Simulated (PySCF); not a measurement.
# Shifts of the heteroatoms

Bonds (- single, = double, # triple, : aromatic): C1-C2, C2=C3, C3-C4, C4-C5, C5-N6, N6-Si7, N6-Si8, C5-C3. C1 carries H9, H10, H11; C2 carries H12; C4 carries H13, H14; C5 carries H15; Si7 carries H16, H17, H18; Si8 carries H19, H20, H21. Stereochemistry as in C/C=C1\C[C@@H]1N([SiH3])[SiH3]. H13 is cis to N6 on the ring; H14 is trans to N6 on the ring.

- structure optimised with GFN2-xTB
- NMR shieldings at PBE0/pcSseg-1/GIAO
- program: PySCF
- isolated molecule, non-relativistic, one computed conformer, fast rotation and ring inversion assumed for equivalent nuclei

**Question.** Predict the ²⁹Si NMR data.

**Answer.** 
| atoms | environment | σ (ppm) | δ (ppm) |
| --- | --- | --- | --- |
| Si7/Si8 | silicon bonded to N, 3 H | 402.0 | -50.5 |

Shieldings were converted by a linear fit to measured shifts: ²⁹Si: δ = 279.94 − 0.822σ (rms 8.9 ppm, 72 shifts, 25.8 ppm with the 6 outliers that the fit left out vs TMS, solution or neat liquid). Occasional misses reach two or three times the rms, and more in compound classes unlike the fitted ones.

On a 600 MHz spectrometer ²⁹Si resonates near 119.2 MHz, so 1 ppm is 119.2 Hz.

**Question.** Where does ¹⁵N resonate?

**Answer.** 
```csv
atoms,environment,σ (ppm),δ (ppm)
N6,"nitrogen bonded to C, 2 Si",256.4,-384.3
```

Shieldings were converted by a linear fit to measured shifts: ¹⁵N: δ = -148.07 − 0.921σ (rms 6.3 ppm, 71 shifts vs CH3NO2, solution or neat liquid). A few per cent of atoms miss by over 2 rms, more outside the fitted compound classes.

On a 500 MHz spectrometer ¹⁵N resonates near 50.7 MHz, so 1 ppm is 50.7 Hz.
